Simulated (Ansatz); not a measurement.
Geometry optimisation, RKS PBE/def2-SVP (Ansatz 0.2.0).

Input file:

```yaml
crystal:
  periodic: [false, false, false]
  atoms:
    - { symbol: Ta, position_ang: [0.0, 0.0, 0.0] }
    - { symbol: "N", position_ang: [2.51, 0.0, 0.0] }
    - { symbol: H, position_ang: [3.04, -0.5118, 0.762] }
    - { symbol: H, position_ang: [3.04, 0.5118, -0.762] }
    - { symbol: Cl, position_ang: [0.0, 0.0, 2.47] }
    - { symbol: "N", position_ang: [0.0, 0.0, -2.16] }
    - { symbol: H, position_ang: [-0.6116, -0.6845, -2.69] }
    - { symbol: H, position_ang: [0.6116, 0.6845, -2.69] }
    - { symbol: "N", position_ang: [-1.08, 1.8706, 0.0] }
    - { symbol: H, position_ang: [-1.6414, 2.1584, 0.8518] }
    - { symbol: H, position_ang: [-1.0486, 2.5007, -0.8518] }
    - { symbol: Cl, position_ang: [-1.235, -2.139, 0.0] }
    - { symbol: F, position_ang: [0.7032, -1.7912, 1.127] }
    - { symbol: H, position_ang: [1.9054, -1.1844, 0.7452] }
basis:
  gaussian: { orbitals: def2-SVP }
hamiltonian:
  xc: pbe
relax:
  f_tol: 0.15
  max_steps: 25
  restrain:
    - { distance: [0, 12], at: 3.13, k: 30.0 }
    - { distance: [13, 1], at: 2.26, k: 30.0 }
    - { distance: [0, 1], at: 2.16, k: 30.0 }
    - { distance: [13, 12], at: 0.92, k: 30.0 }
```

Run as:

```bash
$ ansatz run input.yaml --threads 4 --pin off --max-ram 5120MiB --backend cpu --events-out ev --progress --plain --runs-dir out
```

**Question.** Where does it end, and by what steps?

**Answer.** It converged. The restraints hold the end off the free minimum; the threshold counts their pulls, which the force column leaves out. Restrained pairs: Ta1–F13 (2.23 → 3.13 Å), N2–H14 (1.52 → 2.25 Å), Ta1–N2 (2.51 → 2.12 Å), F13–H14 (1.40 → 0.94 Å). After 14 steps the energy has fallen by 5.445 eV (the restraints' own energy left out); H3 moved furthest, 1.39 Å.

| step | energy less start (eV) | largest force component (eV/Å) | accepted |
| --- | --- | --- | --- |
| 0 | 0.0000 | 5.830 | yes |
| 1 | -1.3110 | 5.348 | yes |
| 2 | -2.2180 | 3.052 | yes |
| 3 | -3.0088 | 2.970 | yes |
| 4 | -4.0885 | 1.380 | yes |
| 5 | -4.6573 | 1.033 | yes |
| 6 | -4.9271 | 1.165 | yes |
| 7 | -5.1933 | 1.114 | yes |
| 8 | -5.3283 | 1.038 | yes |
| 9 | -5.3752 | 1.022 | yes |
| 10 | -5.4171 | 1.381 | yes |
| 11 | -5.4400 | 1.207 | yes |
| 12 | -5.4386 | 1.283 | yes |
| 13 | -5.4410 | 1.200 | yes |
| 14 | -5.4447 | 1.290 | yes |

```xyz
14
Properties=species:S:1:pos:R:3
Ta -0.098 0.073 0.080
N 2.016 0.261 0.096
H 2.489 0.758 0.859
H 2.605 0.267 -0.743
Cl 0.093 0.299 2.450
N 0.225 -0.129 -1.885
H -0.391 -0.699 -2.478
H 1.023 0.202 -2.439
N -0.973 1.829 -0.051
H -1.196 2.394 0.775
H -1.215 2.314 -0.920
Cl -1.766 -1.579 -0.043
F 1.382 -2.641 0.541
H 1.998 -1.936 0.561
```

The run took 47 s on 4 threads of Arm Neoverse V1, on a shared host, peak memory 0.25 GiB.
